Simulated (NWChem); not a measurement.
System: AgH2OCl; SMILES [OH2]->[Ag][Cl]

NWChem input:

```
start job
memory heap 200 mb stack 900 mb global 1100 mb
geometry units angstroms
  Ag     0.003885    -0.182980     0.125998
  Cl    -0.044141     1.641167    -1.139833
  O      0.044710    -2.085486     1.453264
  H      0.163741    -2.076671     2.404935
  H      0.263334    -2.963381     1.134880
end
basis spherical
  * library def2-svp
end
ecp
  Ag library def2-ecp
end
dft
  xc pbe0
  iterations 150
end
driver
  maxiter 120
end
task dft optimize
dft
  grid fine
  convergence energy 1d-8 density 1d-7
end
task dft freq numerical
```

Excerpt of the output:

```
             Northwest Computational Chemistry Package (NWChem) 7.3.0
             --------------------------------------------------------

 C1  symmetry detected

                             Geometry "geometry" -> ""
                             -------------------------

 Output coordinates in angstroms (scale by  1.889725989 to convert to a.u.)

  No.       Tag          Charge          X              Y              Z
 ---- ---------------- ---------- -------------- -------------- --------------
    1 Ag                  47.0000    -0.00113887     0.18204033    -0.00342950
    2 Cl                  17.0000     0.00143415    -2.03879707     0.00121042
    3 O                    8.0000     0.00255297     2.50208913    -0.01723976
    4 H                    1.0000     0.78043949     3.04108232     0.13865342
    5 H                    1.0000    -0.77171668     3.04585952     0.13987397

 Effective nuclear repulsion energy (a.u.)     321.4176631657

                                Z-matrix (autoz)
                                --------

 Units are Angstrom for bonds and degrees for angles

      Type          Name      I     J     K     L     M      Value
      ----------- --------  ----- ----- ----- ----- ----- ----------
    1 Stretch                  1     2                       2.22084
    2 Stretch                  1     3                       2.32009
    3 Stretch                  3     4                       0.95913
    4 Stretch                  3     5                       0.95910
    5 Bend                     1     3     4               124.21327
    6 Bend                     1     3     5               124.38085
    7 Bend                     2     3     4               124.15941
    8 Bend                     2     3     5               124.47818
    9 Bend                     4     3     5               108.02944
   10 Torsion                  1     3     4     5        -159.95652
   11 Torsion                  1     3     5     4         159.91477
   12 Torsion                  2     1     4     3         179.07694
   13 Torsion                  2     1     5     3        -179.29785

                           NWChem Geometry Optimization
                           ----------------------------

 maximum gradient threshold         (gmax) =   0.000450
 rms gradient threshold             (grms) =   0.000300
 maximum cartesian step threshold   (xmax) =   0.001800
 rms cartesian step threshold       (xrms) =   0.001200
 fixed trust radius                (trust) =   0.300000
 source of zmatrix                         =   autoz

          -------------------
          Energy Minimization
          -------------------

 Using diagonal initial Hessian
 Scaling for Hessian diagonals: bonds = 1.00  angles = 0.25  torsions = 0.10

          --------
          Step   0

                                 NWChem DFT Module
                                 -----------------

 Summary of "ao basis" -> "ao basis" (spherical)
 ------------------------------------------------------------------------------
       Tag                 Description            Shells   Functions and Types
 ---------------- ------------------------------  ------  ---------------------
 Ag                         def2-svp                11       31   5s3p2d1f
 Cl                         def2-svp                 8       18   4s3p1d
 O                          def2-svp                 6       14   3s2p1d
 H                          def2-svp                 3        5   2s1p

            General Information
            -------------------
          SCF calculation type: DFT
          Wavefunction type:  closed shell.
          No. of atoms     :     5
          No. of electrons :    46
           Alpha electrons :    23
            Beta electrons :    23
          Charge           :     0
          Spin multiplicity:     1
          Use of symmetry is: off; symmetry adaption is: off
          Maximum number of iterations: 150
          AO basis - number of functions:    73
                     number of shells:    31
          Convergence on energy requested:  1.00D-06
          Convergence on density requested:  1.00D-05
          Convergence on gradient requested:  5.00D-04

              XC Information
              --------------
                         PBE0 Method XC Functional
                     Hartree-Fock (Exact) Exchange  0.250
          PerdewBurkeErnzerhof Exchange Functional  0.750
            Perdew 1991 LDA Correlation Functional  1.000 local
           PerdewBurkeErnz. Correlation Functional  1.000 non-local

             Grid Information
             ----------------
          Grid used for XC integration:  medium
          Radial quadrature: Mura-Knowles
          Angular quadrature: Lebedev.
          Tag              B.-S. Rad. Rad. Pts. Rad. Cut. Ang. Pts.
          ---              ---------- --------- --------- ---------
          Ag                  1.60      123          10.0       590
          Cl                  1.00       88          12.0       590
          O                   0.60       49          11.0       434
          H                   0.35       45          12.0       434
          Grid pruning is: on
          Number of quadrature shells:   350
          Spatial weights used:  Erf1

      Superposition of Atomic Density Guess
      -------------------------------------

 Sum of atomic energies:        -702.66977107

      Non-variational initial energy
      ------------------------------

 Total energy =    -681.143270
 1-e energy   =   -1290.077011
 2-e energy   =     462.010785
 HOMO         =      -0.427162
 LUMO         =      -0.118145

   convergence    iter        energy       DeltaE   RMS-Dens  Diis-err
 ---------------- ----- ----------------- --------- --------- ---------
 d= 0,ls=0.0,diis     1   -683.1062133595 -8.30D+02  1.69D-02  6.47D-01
 d= 0,ls=0.0,diis     2   -683.0745442337  3.17D-02  1.03D-02  1.15D+00
 d= 0,ls=0.0,diis     3   -683.1924233358 -1.18D-01  2.15D-03  1.23D-02
 d= 0,ls=0.0,diis     4   -683.1934314600 -1.01D-03  9.53D-04  4.78D-03
 d= 0,ls=0.0,diis     5   -683.1941038398 -6.72D-04  8.28D-05  8.43D-05
  Resetting Diis
 d= 0,ls=0.0,diis     6   -683.1941124551 -8.62D-06  2.95D-05  6.19D-06
 d= 0,ls=0.0,diis     7   -683.1941130772 -6.22D-07  1.60D-05  8.43D-07
 d= 0,ls=0.0,diis     8   -683.1941130287  4.86D-08  8.72D-06  1.46D-06

         Total DFT energy =     -683.194113028660
      One electron energy =    -1295.454764994638
           Coulomb energy =      516.878465723041
    Exchange-Corr. energy =      -51.540769518148
 Nuclear repulsion energy =      146.922955761085

 Numeric. integr. density =       45.999996891848

                       DFT Final Molecular Orbital Analysis
                       ------------------------------------

 Vector   21  Occ=2.000000D+00  E=-2.625803D-01
              MO Center=  2.0D-04, -8.9D-01,  2.9D-03, r^2= 2.5D+00
   Bfn.  Coefficient  Atom+Function         Bfn.  Coefficient  Atom+Function
  ----- ------------  ---------------      ----- ------------  ---------------
    19      0.451076  1 Ag d  2              43      0.441541  2 Cl py
     4      0.417907  1 Ag s                 40      0.311750  2 Cl py
    17      0.267649  1 Ag d  0               2     -0.251361  1 Ag s
    37      0.184670  2 Cl py                 1      0.118764  1 Ag s
     3     -0.108047  1 Ag s                 24      0.091741  1 Ag d  2

 Vector   22  Occ=2.000000D+00  E=-2.470044D-01
              MO Center=  8.8D-04, -1.7D+00,  5.1D-04, r^2= 1.9D+00
   Bfn.  Coefficient  Atom+Function         Bfn.  Coefficient  Atom+Function
  ----- ------------  ---------------      ----- ------------  ---------------
    42      0.617368  2 Cl px                39      0.437192  2 Cl px
    15      0.346411  1 Ag d -2              36      0.256556  2 Cl px
    12      0.103784  1 Ag px                 6     -0.058217  1 Ag px
     9      0.055618  1 Ag px                20      0.048085  1 Ag d -2

 Vector   23  Occ=2.000000D+00  E=-2.460192D-01
              MO Center=  1.0D-03, -1.7D+00, -1.2D-03, r^2= 1.9D+00
   Bfn.  Coefficient  Atom+Function         Bfn.  Coefficient  Atom+Function
  ----- ------------  ---------------      ----- ------------  ---------------
    44      0.616353  2 Cl pz                41      0.435767  2 Cl pz
    16      0.359474  1 Ag d -1              38      0.255721  2 Cl pz
    14      0.093022  1 Ag pz                 8     -0.055353  1 Ag pz
    11      0.052917  1 Ag pz                55     -0.050388  3 O  pz
    21      0.048093  1 Ag d -1              58     -0.037139  3 O  pz

 Vector   24  Occ=0.000000D+00  E=-4.850848D-02
              MO Center= -7.9D-04,  1.4D+00,  9.6D-02, r^2= 5.7D+00
   Bfn.  Coefficient  Atom+Function         Bfn.  Coefficient  Atom+Function
  ----- ------------  ---------------      ----- ------------  ---------------
     5      0.660005  1 Ag s                 52     -0.568995  3 O  s
    13      0.271370  1 Ag py                43     -0.262163  2 Cl py
    65      0.260624  4 H  s                 70      0.260843  5 H  s
     2     -0.223032  1 Ag s                 19     -0.208087  1 Ag d  2
     4      0.205069  1 Ag s                 51     -0.204089  3 O  s

[...]

      ----------------------
      Optimization converged
      ----------------------

  Step       Energy      Delta E   Gmax     Grms     Xrms     Xmax
  ---- ---------------- -------- -------- -------- -------- --------
@   11    -683.19684237 -5.7D-07  0.00003  0.00002  0.00056  0.00118
                                     ok       ok       ok       ok

                                Z-matrix (autoz)
                                --------

 Units are Angstrom for bonds and degrees for angles

      Type          Name      I     J     K     L     M      Value     Gradient
      ----------- --------  ----- ----- ----- ----- ----- ---------- ----------
    1 Stretch                  1     2                       2.28165   -0.00001
    2 Stretch                  1     3                       2.21728   -0.00001
    3 Stretch                  3     4                       0.96466   -0.00001
    4 Stretch                  3     5                       0.96472    0.00003
    5 Bend                     1     3     4               115.99347    0.00003
    6 Bend                     1     3     5               115.63048   -0.00002
    7 Bend                     2     3     4               115.76322    0.00003
    8 Bend                     2     3     5               115.35014   -0.00001
    9 Bend                     4     3     5               105.70852   -0.00002
   10 Torsion                  1     3     4     5        -129.57232    0.00002
   11 Torsion                  1     3     5     4         129.78395    0.00001
   12 Torsion                  2     1     4     3        -176.93139   -0.00003
   13 Torsion                  2     1     5     3         177.12156    0.00002

                         Geometry "geometry" -> "geometry"
                         ---------------------------------

 Output coordinates in angstroms (scale by  1.889725989 to convert to a.u.)

  No.       Tag          Charge          X              Y              Z
 ---- ---------------- ---------- -------------- -------------- --------------
    1 Ag                  47.0000     0.00232056     0.29814248    -0.07469342
    2 Cl                  17.0000    -0.00196417    -1.97933482     0.06319024
    3 O                    8.0000     0.00431620     2.51350243    -0.16698881
    4 H                    1.0000     0.77240308     2.95200415     0.21815016
    5 H                    1.0000    -0.76550462     2.94795998     0.21941037

 Effective nuclear repulsion energy (a.u.)     321.6838211478

                Final and change from initial internal coordinates
                --------------------------------------------------

                                Z-matrix (autoz)
                                --------

 Units are Angstrom for bonds and degrees for angles

      Type          Name      I     J     K     L     M      Value       Change
      ----------- --------  ----- ----- ----- ----- ----- ---------- ----------
    1 Stretch                  1     2                       2.28165    0.06081
    2 Stretch                  1     3                       2.21728   -0.10281
    3 Stretch                  3     4                       0.96466    0.00554
    4 Stretch                  3     5                       0.96472    0.00562
    5 Bend                     1     3     4               115.99347   -8.21981
    6 Bend                     1     3     5               115.63048   -8.75036
    7 Bend                     2     3     4               115.76322   -8.39619
    8 Bend                     2     3     5               115.35014   -9.12804
    9 Bend                     4     3     5               105.70852   -2.32092
   10 Torsion                  1     3     4     5        -129.57232   30.38420
   11 Torsion                  1     3     5     4         129.78395  -30.13082
   12 Torsion                  2     1     4     3        -176.93139    3.99167
   13 Torsion                  2     1     5     3         177.12156   -3.58059

[...]

 Rotational Constants
 --------------------
 A=  10.881086 cm-1  ( 15.655106 K)
 B=   0.063497 cm-1  (  0.091357 K)
 C=   0.063298 cm-1  (  0.091070 K)

 Temperature                      =   298.15K
 frequency scaling parameter      =   1.0000

 Zero-Point correction to Energy  =   15.937 kcal/mol  (  0.025398 au)
 Thermal correction to Energy     =   19.503 kcal/mol  (  0.031079 au)
 Thermal correction to Enthalpy   =   20.095 kcal/mol  (  0.032023 au)

 Total Entropy                    =   76.116 cal/mol-K
   - Translational                =   41.098 cal/mol-K (mol. weight = 159.8845)
   - Rotational                   =   23.117 cal/mol-K (symmetry #  =        1)
   - Vibrational                  =   11.901 cal/mol-K

 Cv (constant volume heat capacity) =   15.854 cal/mol-K
   - Translational                  =    2.979 cal/mol-K
   - Rotational                     =    2.979 cal/mol-K
   - Vibrational                    =    9.895 cal/mol-K

[normal modes left out]

 ----------------------------------------------------------------------------
 Normal Eigenvalue ||           Projected Infra Red Intensities
  Mode   [cm**-1]  || [atomic units] [(debye/angs)**2] [(KM/mol)] [arbitrary]
 ------ ---------- || -------------- ----------------- ---------- -----------
    1       -0.000 ||    0.048584           1.121        47.362      10.305
    2       -0.000 ||    0.009032           0.208         8.804       1.916
    3       -0.000 ||    0.000004           0.000         0.004       0.001
    4       -0.000 ||    0.010009           0.231         9.757       2.123
    5       -0.000 ||    0.002555           0.059         2.490       0.542
    6       -0.000 ||    0.002327           0.054         2.269       0.494
    7       81.201 ||    0.003156           0.073         3.076       0.669
    8       81.918 ||    0.001161           0.027         1.131       0.246
    9      287.877 ||    0.002355           0.054         2.296       0.500
   10      369.555 ||    0.280311           6.467       273.261      59.458
   11      380.246 ||    0.012733           0.294        12.413       2.701
   12      530.009 ||    0.020087           0.463        19.582       4.261
   13     1619.342 ||    0.068467           1.580        66.745      14.523
   14     3854.982 ||    0.089495           2.065        87.244      18.983
   15     3948.454 ||    0.156891           3.620       152.945      33.279
 ----------------------------------------------------------------------------
```

Level: PBE0/def2-SVP with def2 effective core potentials on Ag. def2 effective core potentials on Ag; no spin-orbit coupling.
